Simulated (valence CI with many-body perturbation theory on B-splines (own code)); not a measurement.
The numbers below are computed, except where a source is named.
# From CI to CI+MBPT in Ge XXVII

Level of theory: relativistic CI+MBPT: four valence electrons over a frozen Dirac-Fock core [He], a basis of 11 s, 11 p, 9 d, 7 f, 5 g, 2 h, 1 i functions for each j, with the one-electron correlation potential Σ1, the two-electron term Σ2, the three-electron term Σ3, Breit, model QED; selected CI, second order for the rest (own B-spline code, finite nucleus).

No measured spectrum was set against this ion. As an estimate, large intervals hold to a few tenths of a per cent, small ones and those within an open d or f shell to about a per cent. Among the levels kept, up to 270 cm⁻¹ of a level comes from second order outside the variational space, and about a tenth of that is noise between levels of different J, which matters for small intervals.

Each rung adds one term. CI alone is the Dirac-Coulomb CI over the frozen core; QED comes last and gives the full result, which names the levels. Energies are above 2s²2p² ³P_0 on the same rung, in eV.

Names give the largest LS component (configuration and term), which can be under half, so a name can repeat, a term be missing and a line seem to break the LS rules; names also repeat where a configuration has a term twice.

```
      Level  CI alone      Σ1      Σ2      Σ3   Breit     QED    Full
2s²2p² ³P_1     28.00  +0.026  -0.032  +0.010  -0.839  +0.083   27.25
2s²2p² ³P_2     37.07  +0.029  -0.012  -0.007  -1.478  +0.087   35.69
2s²2p² ¹D_2     71.55  +0.052  -0.005  -0.013  -2.009  +0.153   69.73
2s²2p² ¹S_0     91.55  +0.049  +0.096  -0.053  -1.422  +0.124   90.34
2s2p³ ⁵S°_2    105.94  -0.146  -0.090  +0.027  -0.737  -0.805  104.19
2s2p³ ³D°_1    147.12  -0.149  -0.138  -0.045  -0.221  -0.831  145.74
2s2p³ ³D°_2    152.03  -0.138  -0.117  -0.030  -0.649  -0.796  150.30
2s2p³ ³D°_3    163.33  -0.129  -0.122  -0.031  -1.769  -0.771  160.50
2s2p³ ³P°_0    180.23  -0.128  -0.072  -0.051  -0.556  -0.772  178.65
2s2p³ ³P°_1    184.15  -0.125  -0.137  -0.056  -0.944  -0.764  182.12
2s2p³ ³P°_2    190.49  -0.122  -0.158  -0.061  -1.452  -0.755  187.95
2s2p³ ³S°_1    204.85  -0.135  -0.385  -0.119  -0.754  -0.801  202.66
2s2p³ ¹D°_2    221.99  -0.112  -0.253  -0.095  -1.659  -0.733  219.13
2s2p³ ¹P°_1    247.78  -0.106  -0.321  -0.125  -1.591  -0.721  244.91
   2p⁴ ³P_2    298.35  -0.309  -0.454  -0.116  -0.242  -1.696  295.53
   2p⁴ ³P_0    317.62  -0.302  -0.432  -0.122  +0.121  -1.676  315.21
   2p⁴ ³P_1    330.13  -0.284  -0.452  -0.114  -0.748  -1.628  326.90
   2p⁴ ¹D_2    341.80  -0.283  -0.411  -0.114  -1.242  -1.630  338.12
   2p⁴ ¹S_0    389.43  -0.255  -0.389  -0.128  -1.246  -1.541  385.87
```

The middle columns are the shifts that each term adds.

Task: How does the ionisation energy move along the ladder, and which term matters most?

Result: CI alone 2743.3, + Σ1 2743.6, + Σ2 2743.6, + Σ3 2743.5, + Breit 2741.3, + QED 2741.4 eV. The largest step is Breit, -2.2 eV. NIST lists 2737.1 ± 2.3 eV (semi-empirical).
